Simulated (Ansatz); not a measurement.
Reaction (ligand exchange at a Cd–C bond): `[CH3][Cd][OH]` + H–F → `[OH][Cd][F]` + CH₄

Isolated molecules relaxed with PBE0-D4/def2-TZVP in Ansatz; ΔE leaves out vibrations. CCSD(T)/CBS is the MP2 limit (def2-TZVPP, def2-QZVPP) plus CCSD(T) − MP2 in def2-TZVPP, frozen cores. This one scheme is used for every species. DFT in def2-TZVPP. def2 core potentials past Kr. For Cd outer-core shells are correlated without core-valence functions, which leaves a few kJ/mol of doubt a bond. One conformer a species, not always the lowest.

```json
{"level": "B97M-V", "ΔE (kcal/mol)": "-16.0", "difference from CCSD(T)/CBS": "-5.4"}
{"level": "PBE0-D4", "ΔE (kcal/mol)": "-10.5", "difference from CCSD(T)/CBS": "0.1"}
{"level": "CAM-B3LYP-D4", "ΔE (kcal/mol)": "-13.6", "difference from CCSD(T)/CBS": "-3.0"}
{"level": "PBE-QIDH", "ΔE (kcal/mol)": "-9.7", "difference from CCSD(T)/CBS": "0.9"}
{"level": "PBE0", "ΔE (kcal/mol)": "-11.0", "difference from CCSD(T)/CBS": "-0.4"}
{"level": "LC-ωPBE", "ΔE (kcal/mol)": "-14.0", "difference from CCSD(T)/CBS": "-3.4"}
{"level": "CCSD(T)/def2-SVP", "ΔE (kcal/mol)": "-13.5", "difference from CCSD(T)/CBS": "-2.9"}
{"level": "CCSD/def2-TZVPP", "ΔE (kcal/mol)": "-10.2", "difference from CCSD(T)/CBS": "0.4"}
{"level": "SCS-MP2/def2-QZVPP", "ΔE (kcal/mol)": "-10.4", "difference from CCSD(T)/CBS": "0.2"}
{"level": "CCSD/CBS(def2)", "ΔE (kcal/mol)": "-11.6", "difference from CCSD(T)/CBS": "-1.0"}
{"level": "CCSD(T)/CBS", "ΔE (kcal/mol)": "-10.6", "difference from CCSD(T)/CBS": "0"}
```

Largest T1 diagnostic among the species: 0.017.

Leaving LDA and LC-ωPBE aside and taking each functional with its dispersion term where it has one, the values spread over 6.3 kcal/mol, from B97M-V to PBE-QIDH. LDA lies +4.5 kcal/mol from PBE without D4. From r2SCAN to r2SCAN0 (25 % exact exchange), in def2-TZVPP and without D4, ΔE moves by +1.4 kcal/mol. The D4 term adds +0.9 kcal/mol with B3LYP and +0.5 kcal/mol with PBE0; it sums over pairs of atoms, weighted by their polarisabilities, and B3LYP, whose exchange is more repulsive, gets the larger term.

B3LYP here is the variant with VWN-RPA as its local correlation; programs differ in this.
